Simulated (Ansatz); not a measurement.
Wavefunction ladder for `O[Si](O)(F)[SiH2]` radical

Cartesian coordinates in Å:
```
O 1.365 -0.076 -1.190
Si 0.310 0.370 -0.023
O 1.129 0.645 1.352
F -0.387 1.720 -0.534
Si -1.266 -1.263 0.450
H 1.131 0.109 -2.101
H 1.928 1.175 1.314
H -2.259 -0.898 1.494
H -1.952 -1.782 -0.764
```

Total charge 0; spin multiplicity 2. All single points use the PBE0-D4/def2-TZVP geometry. It is one conformer, not always the lowest. Frozen core, unrestricted reference, Ansatz. CBS rows extrapolate triple and quadruple zeta; past MP2 they add the triple-zeta difference.

```tsv
basis	HF (Eh)	MP2 corr.
def2-TZVPP	-829.64541	-0.94453
def2-QZVPP	-829.67603	-1.02661
```

Estimate the CCSD correlation energy and the (T) correction in each basis where they were run (hartree).


| basis | CCSD corr. | (T) |
| --- | --- | --- |
| def2-TZVPP | -0.97422 | -0.03271 |
| CBS(def2) | -1.11710 | as TZ |
